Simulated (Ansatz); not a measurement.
`C#[C][Sn]([Cl])([Cl])[Cl]` + `O[SiH2]F` → `C#CO[SiH2]F` + `[Cl][SnH]([Cl])[Cl]` at 298.15 K and 1 bar (substitution at a C–Sn bond).

Isolated molecules relaxed with PBE0-D4/def2-TZVP in Ansatz; ΔE leaves out vibrations. CCSD(T)/CBS adds triple-zeta CCSD(T) − MP2 to the extrapolated MP2 energy (def2 sets, frozen cores). def2 core potentials past Kr. For Sn outer-core shells are correlated without core-valence functions, which leaves a few kJ/mol of doubt a bond. One conformer a species, not always the lowest.

```
                    species  CCSD(T)/CBS energy (Eh)  H − E (kJ/mol)  S (J/(mol·K))
`C#[C][Sn]([Cl])([Cl])[Cl]`              -1670.14099            84.2          399.7
                 `O[SiH2]F`               -465.96250           103.4          276.2
              `C#CO[SiH2]F`               -541.96553           133.0          330.7
      `[Cl][SnH]([Cl])[Cl]`              -1594.09169            46.6          345.5
```

H − E and S are ideal-gas, rigid-rotor, harmonic terms from PBE0-D4/def2-TZVP, for one conformer and one mirror image of each species. 1 Eh = 2625.50 kJ/mol, R = 8.31446 J/(mol·K).

Task: By hand: ΔE, ΔH, ΔS and ΔG.

Result: ΔE = (-541.96553) + (-1594.09169) − (-1670.14099) − (-465.96250) = 0.04627 Eh = 121.5 kJ/mol. Δ(H − E) = 133.0 + 46.6 − 84.2 − 103.4 = -8.0, so ΔH = 113.5 kJ/mol. ΔS = 330.7 + 345.5 − 399.7 − 276.2 = 0.3 J/(mol·K). ΔG = 113.5 − 298.15 × (0.3)/1000 = 113.4 kJ/mol.

Task: By hand: the equilibrium constant, and the temperature at which ΔG would vanish if ΔH and ΔS stayed fixed.

Result: log₁₀ K = −ΔG/(RT ln 10) = -19.9. ΔG = 0 at ΔH/ΔS = 378333 K, far beyond where these terms or the molecules hold.

The number of gas molecules stays the same, so ΔS is small and ΔH decides. A doubt of 5 kJ/mol in ΔE shifts log₁₀ K by 0.9 here. Other conformers and mirror images would add mixing entropy, several J/(mol·K) or more a flexible species. Modes under 60 cm⁻¹, often nearly free rotors, make the harmonic entropy too high. These are equilibria of isolated gas molecules and say nothing of rates. Largest T1 diagnostic: 0.013 (customary marks: 0.02 for closed shells, 0.045 for open ones).
